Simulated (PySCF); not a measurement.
One of the candidates below gave these computed data.

All candidates are C4H11NOSi.

* 13C NMR: chemical shifts (computed TMS as zero) by class: 78.2 (1 C), 61.3 (1 C), 48.2 (1 C), 34.7 (1 C) ppm [GIAO PBE0/pcSseg-1]
* NMR, other nuclei: isotropic shieldings of nuclei other than C and H, by class: 245 (1 N), 308 (1 O), 380 (1 Si) ppm [GIAO PBE0/pcSseg-1]
* Dipole: 1.87 D [PBE0/def2-SVPD]
* UV, strongest line: among the 8 lowest singlet transitions: S2 at 6.11 eV (203 nm, f = 0.011) [TDDFT PBE0/def2-SVPD]
* Rotational structure: rotational constants A, B, C: 3.923, 1.592, 1.207 GHz [GFN2-xTB]
* Triplet: lowest triplet excitation (Tamm–Dancoff): 5.37 eV [TDA PBE0/def2-SVPD]
* 1H NMR: chemical shifts (computed TMS as zero) by class: 4.86 (1 H), 4.76 (1 H), 3.75 (1 H), 3.54 (1 H), 3.49 (3 H), 3.17 (1 H), 2.42 (1 H), 1.81 (1 H), -0.12 (1 H) ppm [GIAO PBE0/pcSseg-1]

Gas-phase values; electronic properties from PySCF, density fitting. Levels stand in brackets. One conformer (not necessarily the lowest) at the GFN2-xTB geometry, without solvent, vibrations or thermal averaging. Each NMR value is the plain mean over a class of atoms that symmetry, rotation or inversion makes alike.

Question: Which candidate is it?
A. `C=C(C)O[SiH2]NC`
B. `CO[C@@H]1CCN[SiH2]1`
C. `C=N[SiH2][C@H](C)CO`
D. `[H]/N=C/C(C)(C)[SiH2]O`

Answer: B. It is `CO[C@@H]1CCN[SiH2]1`. Numbering: `[CH3:1][O:2][C@@H:3]1[CH2:4][CH2:5][NH:6][SiH2:7]1`. Its formula, C4H11NOSi, gives 1 degree of unsaturation: 1 ring and 0 π bonds in the structure found. 4 carbons fall into 4 classes; from least to most shielded: ring sp3 carbon bound to oxygen [C3] (78.2 ppm), methoxy carbon [C1] (61.3 ppm), ring sp3 carbon bound to nitrogen [C5] (48.2 ppm), ring CH2 carbon [C4] (34.7 ppm). Hydrogen classes from least to most shielded: 1 H on an SiH2 silicon, Si7 (4.86 ppm), 1 H on an SiH2 silicon, Si7 (4.76 ppm), 1 H on an sp3 carbon bound to oxygen, C3 (3.75 ppm), 1 H on an sp3 carbon bound to nitrogen, C5 (3.54 ppm), 3 H on a methoxy carbon, C1 (3.49 ppm, a mean of values up to 0.8 ppm apart in this geometry), 1 H on an sp3 carbon bound to nitrogen, C5 (3.17 ppm), 1 H on a ring CH2 carbon, C4 (2.42 ppm), 1 H on a ring CH2 carbon, C4 (1.81 ppm), 1 H on a silicon-bound nitrogen, N6 (-0.12 ppm). The other shieldings belong to: 245 ppm, silicon-bound nitrogen [N6]; 308 ppm, ether oxygen [O2]; 380 ppm, SiH2 silicon [Si7]. The optimised geometry has point group C1 and is an asymmetric top.

The others, at the same levels:
- `[H]/N=C/C(C)(C)[SiH2]O` fails: it has 3 carbon classes against 4; its computed 13C shifts are 193.4 (1 C), 33.1 (1 C), 24.9 (2 C) ppm, 1H shifts are 10.30 (1 H), 8.72 (1 H), 5.11 (1 H), 4.68 (2 H), 1.33 (6 H) ppm and lowest triplet excitation (Tamm–Dancoff) is 4.25 eV (against 5.37 eV).
- `C=C(C)O[SiH2]NC` fails: its computed 13C shifts are 164.3 (1 C), 90.7 (1 C), 28.0 (1 C), 25.5 (1 C) ppm, 1H shifts are 5.22 (2 H), 4.25 (1 H), 3.95 (1 H), 2.72 (3 H), 1.86 (3 H), -0.13 (1 H) ppm and lowest triplet excitation (Tamm–Dancoff) is 4.43 eV (against 5.37 eV).
- `C=N[SiH2][C@H](C)CO` fails: its computed 13C shifts are 173.4 (1 C), 73.5 (1 C), 30.2 (1 C), 12.5 (1 C) ppm, 1H shifts are 8.65 (1 H), 8.48 (1 H), 5.05 (1 H), 4.92 (1 H), 4.25 (1 H), 4.00 (1 H), 2.93 (1 H), 1.41 (1 H), 0.99 (3 H) ppm and rotational constant A is 2.893 GHz (against 3.923 GHz).

Each candidate is one conformer, not necessarily the lowest. Dipoles, sizes and rotational constants follow the conformer. The torsions of the flexible species, by atom-mapped SMILES:
- `[H]/[N:5]=[CH:4]/[C:2]([CH3:1])([CH3:3])[SiH2:6][OH:7]`: C1–C2–C4–N5 -174°, C1–C2–Si6–O7 -169°, H–O7–Si6–C2 15°
- `[CH2:1]=[C:2]([CH3:3])[O:4][SiH2:5][NH:6][CH3:7]`: C1–C2–O4–Si5 -2°, C2–O4–Si5–N6 174°, O4–Si5–N6–C7 176°
- `[CH2:1]=[N:2][SiH2:3][C@H:4]([CH3:5])[CH2:6][OH:7]`: C1–N2–Si3–C4 122°, N2–Si3–C4–C5 172°, Si3–C4–C6–O7 -67°, H–O7–C6–C4 57°

The conformers of `CO[C@@H]1CCN[SiH2]1` aren't listed.
